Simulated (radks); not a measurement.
Excited configurations of Mg4+: one electron is placed in a higher orbital outside [He] 2s2 2p3. The ground configuration is [He] 2s2 2p4. Calculated with a radial shooting solver on a logarithmic mesh with Libxc functionals: non-relativistic Kohn-Sham, r2SCAN, spin-polarised, spherical densities, point nucleus; open shells are filled with parallel spins first; meta-GGA in the generalised Kohn-Sham scheme. Excitation = E - E(ground); binding = E(ion) - E, where the ion is the core of charge +5; n* = 5/sqrt(2 binding) in atomic units, and the quantum defect is n - n*.

| outer orbital | excitation (eV) | binding (eV) | quantum defect | eigenvalue (eV) |
|---|---|---|---|---|
| 3s | 81.805 | 57.852 | 0.575 | -53.272 |
| 3d | 99.924 | 39.733 | 0.074 | -34.770 |
| 4d | 117.07 | 22.586 | 0.119 | -20.334 |
| 5s | 122.16 | 17.493 | 0.590 | -16.161 |
| 5f | 126.06 | 13.602 | -0.001 | -12.271 |
| 6s | 127.99 | 11.670 | 0.601 | -10.795 |
| 6p | 128.75 | 10.909 | 0.416 | -10.066 |
| 6d | 129.66 | 10.001 | 0.168 | -9.156 |
| 6f | 130.15 | 9.511 | 0.020 | -8.666 |
| 7p | 131.78 | 7.882 | 0.431 | -7.283 |
| 7f | 132.64 | 7.017 | 0.038 | -6.430 |

The Delta-SCF ionisation energy is 139.66 eV (NIST Atomic Spectra Database: 141.33 eV, semi-empirical). Self-interaction in the functional shifts the binding energies and quantum defects, so they are the method's values and not measured ones. Open shells are spherical and high-spin; term and fine-structure splittings are not resolved.
